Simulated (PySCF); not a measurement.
First SCF of a structure search on singlet TaN(OH)₂, at a hand-made B3LYP minimum (heavy-atom frame) geometry. PySCF input:

```python
from pyscf import gto, scf, dft
mol = gto.M(atom='''
Ta    -0.153990     0.022780    -0.000000
N      0.000000    -1.681410     0.000000
O      0.790830     0.607030     1.581920
O      0.790830     0.607030    -1.581920
H      1.272480     0.001780     2.160670
H      1.272480     0.001780    -2.160670''',
    basis={'Ta': 'def2-SVP', 'N': 'def2-SVP', 'O': 'def2-SVP', 'H': 'def2-SVP'},
    ecp={'Ta': 'def2-SVP'},
    charge=0, spin=0)
mf = dft.RKS(mol, xc='B3LYP')
mf.grids.atom_grid = (50, 194)
aux = {'Ta': 'def2-universal-JKFIT', 'N': 'def2-universal-JKFIT', 'O': 'def2-universal-JKFIT', 'H': 'def2-universal-JKFIT'}
mf = mf.density_fit(auxbasis=aux)
mf.conv_tol = 1e-08
mf.diis_space = 10
mf.max_cycle = 60
mf.init_guess = 'minao'
mf.verbose = 4
mf.kernel()
```

Excerpt of the output (cycles and frontier levels):

```
init E= -250.498481178587
  HOMO = -0.567615786654033  LUMO = -0.436568161763887  gap/eV = 3.56599
cycle= 1 E= -263.004136384985  delta_E= -12.5  |g|= 1.18  |ddm|= 8.05
  HOMO = -0.119049805710886  LUMO = -0.0324378573561326  gap/eV = 2.35683
cycle= 2 E= -262.66942787273  delta_E= 0.335  |g|= 1.72  |ddm|= 2.77
  HOMO = -0.169062957443473  LUMO = -0.109594382681244  gap/eV = 1.61822
cycle= 3 E= -263.145146730061  delta_E= -0.476  |g|= 0.885  |ddm|= 1.91
  HOMO = -0.24129300138305  LUMO = -0.114921697515125  gap/eV = 3.43874
cycle= 4 E= -263.319329543777  delta_E= -0.174  |g|= 0.197  |ddm|= 0.756
  HOMO = -0.244620822213246  LUMO = -0.128261883729433  gap/eV = 3.16629
cycle= 5 E= -263.323534753699  delta_E= -0.00421  |g|= 0.14  |ddm|= 0.269
  HOMO = -0.242095178524862  LUMO = -0.120517167587412  gap/eV = 3.30831
cycle= 6 E= -263.327949729241  delta_E= -0.00441  |g|= 0.00544  |ddm|= 0.111
  HOMO = -0.241978133598877  LUMO = -0.120234762505632  gap/eV = 3.31281
cycle= 7 E= -263.327956220396  delta_E= -6.49e-06  |g|= 0.00133  |ddm|= 0.00571
  HOMO = -0.242199599647475  LUMO = -0.12041875989415  gap/eV = 3.31383
cycle= 8 E= -263.327956828716  delta_E= -6.08e-07  |g|= 0.000226  |ddm|= 0.00219
  HOMO = -0.242234476528631  LUMO = -0.120412716053565  gap/eV = 3.31494
cycle= 9 E= -263.327956870013  delta_E= -4.13e-08  |g|= 6.82e-05  |ddm|= 0.000675
  HOMO = -0.242231768757295  LUMO = -0.120413013891529  gap/eV = 3.31486
cycle= 10 E= -263.327956873932  delta_E= -3.92e-09  |g|= 1.98e-05  |ddm|= 0.000244
  HOMO = -0.242233303000297  LUMO = -0.120414772964473  gap/eV = 3.31485
Extra cycle  E= -263.327956874043  delta_E= -1.11e-10  |g|= 2.49e-05  |ddm|= 6.65e-05
converged SCF energy = -263.327956874043
```

No lower solution of this spin was found by a stability analysis within the restricted form, which does not test spin polarisation.

No spin–orbit coupling is included, which matters more the heavier the element.

The search for the lowest solution, with the stability check, took 3.8 s on 2 threads of a shared Arm Neoverse V1 host, with 84 basis functions; the process peaked at 0.39 GiB. Launch command: `OMP_NUM_THREADS=2 python axn.py task.json out`.
